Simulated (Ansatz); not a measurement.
`BC[SiH2]F` + `[NH2][GeH3]` → `BC[NH][GeH3]` + `F[SiH3]` at 600 K and 1 bar (substitution at a C–Si bond).

Calculated with Ansatz (gas phase, PBE0-D4/def2-TZVP geometries, no zero-point term in ΔE). CCSD(T)/CBS adds triple-zeta CCSD(T) − MP2 to the extrapolated MP2 energy (def2 sets, frozen cores). This one scheme is used for every species. For Ge outer-core shells are correlated without core-valence functions, which leaves a few kJ/mol of doubt a bond. Scalar relativity is left out up to krypton. One conformer a species, not always the lowest.

| species | CCSD(T)/CBS energy (Eh) | H − E (kJ/mol) | S (J/(mol·K)) |
| --- | --- | --- | --- |
| `BC[SiH2]F` | -455.38132 | 233.8 | 407.8 |
| `[NH2][GeH3]` | -2133.81884 | 167.5 | 333.3 |
| `BC[NH][GeH3]` | -2198.43305 | 290.5 | 438.5 |
| `F[SiH3]` | -390.72345 | 101.0 | 280.0 |

H − E and S are ideal-gas, rigid-rotor, harmonic terms from PBE0-D4/def2-TZVP, for one conformer and one mirror image of each species. 1 Eh = 2625.50 kJ/mol, R = 8.31446 J/(mol·K).

By hand: ΔE, ΔH, ΔS and ΔG.

ΔE = (-2198.43305) + (-390.72345) − (-455.38132) − (-2133.81884) = 0.04366 Eh = 114.6 kJ/mol. Δ(H − E) = 290.5 + 101.0 − 233.8 − 167.5 = -9.8, so ΔH = 104.8 kJ/mol. ΔS = 438.5 + 280.0 − 407.8 − 333.3 = -22.6 J/(mol·K). ΔG = 104.8 − 600 × (-22.6)/1000 = 118.4 kJ/mol.

By hand: the equilibrium constant, and the temperature at which ΔG would vanish if ΔH and ΔS stayed fixed.

log₁₀ K = −ΔG/(RT ln 10) = -10.3. ΔH and −TΔS have one sign here, so there is no such temperature.

ΔH outweighs TΔS. A doubt of 5 kJ/mol in ΔE shifts log₁₀ K by 0.4 here. Other conformers and mirror images would add mixing entropy, several J/(mol·K) or more a flexible species. These are equilibria of isolated gas molecules and say nothing of rates. Largest T1 diagnostic: 0.012 (customary marks: 0.02 for closed shells, 0.045 for open ones).
